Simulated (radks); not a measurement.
The numbers below are computed, except where a source is named.
Numerical settings for the nitrogen ion N2+, [He] 2s2 2p1. Code: a radial shooting solver on a logarithmic mesh with Libxc functionals. Model: scalar-relativistic Kohn-Sham, PBE, spin-polarised, spherical densities, finite nucleus; open shells are filled with parallel spins first; Fermi nuclear charge, rms radius 2.5582 fm. The defaults (mesh step 0.008 in ln r, mesh end at 40 bohr or more with all orbitals vanishing there, Anderson mixing 0.5 over 9 steps, residual threshold near 1e-9 with the energy settled to 1e-9 hartree or 1e-11 of itself, here a cap of 100 iterations) give E = -52.9147 hartree and 2p at -38.530 eV in 18 iterations. Run on one thread of a shared host, so times are rough (Intel(R) Xeon(R) Platinum 8488C): 0.13 s of CPU time, 0.13 s wall, 18 iterations on 2189 mesh points. Changes against that run (0 stands for a change within the tolerance of the run):

| setting | iterations | converged | E (mhartree) | e(2p) (meV) | CPU (s) |
|---|---|---|---|---|---|
| mesh step in ln r 0.05 | 13 | yes | -0.000366 | 0 | 0.03 |
| mesh step in ln r 0.005 | 21 | yes | 0 | 0 | 0.24 |
| mesh step in ln r 0.2 | 100 | no | -3.31e+05 | - | 0.27 |
| mesh end (bohr) 1 | 16 | level above zero | +1.53e+04 | +1.34e+05 | 0.1 |
| mesh end (bohr) 2 | 17 | yes | +817 | +1.28e+04 | 0.12 |
| residual threshold 1e-05 | 9 | yes | 0 | +0.00407 | 0.07 |
| residual threshold 1e-13 | 100 | no | 0 | 0 | 0.53 |
| mixing 0.2 | 18 | yes | 0 | 0 | 0.14 |
| linear mixing, mixing 0.8 | 30 | no | diverged | - | 0.21 |
| linear mixing, mixing 0.5 | 43 | no | diverged | - | 0.32 |
| mixing history 20 | 26 | yes | 0 | 0 | 0.22 |
| iteration cap 5 | 5 | no | 0 | +8.38 | 0.05 |

Settled on a wrong energy, with an occupied level pushed above zero by the early mesh end: mesh end (bohr) 1 (+15.3 hartree). Apart from these: settings that end as converged yet miss the energy by more than 1 mhartree: mesh end (bohr) 2 (+0.817 hartree). A mesh that ends early acts as a hard wall.
